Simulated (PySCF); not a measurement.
Which is lower?

The two ends of one reaction step of GaH₃SO, singlet (PBE0-D4/def2-TZVP).

A:

```csv
atom,x (Å),y (Å),z (Å)
Ga1,-1.0414,0.0926,-0.4370
O2,0.8165,0.1977,0.7244
S3,-0.7716,-1.8410,-1.0349
H4,1.0561,-0.7009,0.4291
H5,-1.5741,1.5216,-0.2180
H6,1.5498,0.7880,0.5195
```

B:

```
6
angstrom
Ga -0.3684 0.2940 -0.3480
O 1.0363 0.7532 0.6544
S -0.7920 -1.8512 -0.2731
H 0.2343 -2.0793 0.5653
H -1.1904 1.3209 -1.1773
H 1.2394 1.6906 0.6387
```

PySCF 2.14 with density fitting (its default auxiliary sets; JK sets also for MP2 and CCSD(T)); basis: def2-TZVPP; cores frozen in the correlated methods. Filled d shells of the heavier atoms are correlated. The def2 sets are not built for correlating such inner shells, so the correlated values are less sure here. B3LYP uses VWN-RPA correlation.

(1) Which structure is lower at CCSD(T), and by how much? (To be estimated.)

No T1 diagnostic of these runs exceeds 0.016.

## Answers

(1) The calculation gives: B, by 80.6 kJ/mol (electronic energy, against the other). By their contacts, A is GaH₃SO ([OH2][GaH][S]) and B is GaH₃SO ([OH][GaH][SH]).

All methods give the same order:

```json
{"method": "SPW92", "E(B) − E(A) (kJ/mol)": "-64.0"}
{"method": "PBE-D4", "E(B) − E(A) (kJ/mol)": "-66.6"}
{"method": "BLYP-D4", "E(B) − E(A) (kJ/mol)": "-68.5"}
{"method": "r2SCAN-D4", "E(B) − E(A) (kJ/mol)": "-75.4"}
{"method": "PBE0-D4", "E(B) − E(A) (kJ/mol)": "-73.6"}
{"method": "B3LYP-D4", "E(B) − E(A) (kJ/mol)": "-74.1"}
{"method": "BHLYP-D4", "E(B) − E(A) (kJ/mol)": "-82.4"}
{"method": "CAM-B3LYP-D4", "E(B) − E(A) (kJ/mol)": "-82.9"}
{"method": "wB97M-V", "E(B) − E(A) (kJ/mol)": "-77.1"}
{"method": "HF", "E(B) − E(A) (kJ/mol)": "-93.5"}
{"method": "MP2", "E(B) − E(A) (kJ/mol)": "-79.2"}
{"method": "CCSD", "E(B) − E(A) (kJ/mol)": "-85.4"}
{"method": "CCSD(T)", "E(B) − E(A) (kJ/mol)": "-80.6"}
```

Labels in which every atom is bracketed show which atoms are joined, not bond orders.

For scale, one of the runs: CCSD(T)/def2-TZVPP, 163 basis functions, launched by `OMP_NUM_THREADS=4 python run.py`. Hardware: 4 CPU threads of an Arm Neoverse V1, shared host. Wall time 3.4 min; peak host memory 1.5 GiB.
